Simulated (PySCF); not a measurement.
W(NMe)(S)(OH)2 (CH5NO2SW), SMILES [W](=[S])([OH])(=[N]C)[OH], multiplicity 1. Geometry optimised at r2SCAN-D4/def2-SVP. The multiplicity is an assumed one; other spin states were not compared. The def2 effective core potentials stand for the cores of W; spin–orbit coupling is left out. The values are those of a single conformer.

Level of theory: r2SCAN-D4/def2-SVP (PySCF).

Harmonic wavenumbers (cm⁻¹): 94, 110, 122, 192, 194, 199, 245, 251, 321, 351, 530, 599, 602, 659, 716, 729, 1090, 1101, 1351, 1418, 1445, 1445, 2990, 3085, 3096, 3868, 3871. Rotational constants (GHz): 1.972, 1.679, 1.352; symmetry number 1.

Task: Work out the zero-point energy and the ideal-gas rigid-rotor harmonic-oscillator thermochemistry at 298.15 K and 1 atm.

Result: ZPE = ½ Σ hcν = ½ × 30674 cm⁻¹ = 43.85 kcal/mol. H − E(el) = 50.32 kcal/mol. Entropy in cal/(mol K): translation 42.78, rotation 28.66, vibration 25.02, total 96.46. G − E(el) = 21.56 kcal/mol. Cp = 32.76 cal/(mol K). Modes under 150 cm⁻¹ make the vibrational entropy uncertain.
